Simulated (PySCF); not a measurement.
Computed shifts of a molecule C₂H₈GeO, PySCF with PBE/pcSseg-1, GIAO, gas phase, atoms alike by connectivity averaged where their shifts nearly agree, in ppm (number of nuclei): ¹³C: 63.7 (1), 2.1 (1). ¹H: 5.65 (2), 4.26 (3), 1.04 (3). References: ⁷³Ge against GeH4 (σ = 1614.4 ppm); ¹³C against TMS (σ = 182.0 ppm); ¹⁷O against H2O (σ = 334.3 ppm); ¹H against TMS (σ = 31.49 ppm), references at their B3LYP-D3(BJ)/def2-TZVP geometries, non-relativistic. Geometry: PBE-D3(BJ)/def2-SVP. The values are those of a single conformer.

### Question
Which structure fits?
A. C[CH2][GeH2][OH]
B. C[O][GeH2][CH3]
C. [CH3][GeH]([CH3])[OH]
D. OC[CH2][GeH3]

### Answer
B, C[O][GeH2][CH3]
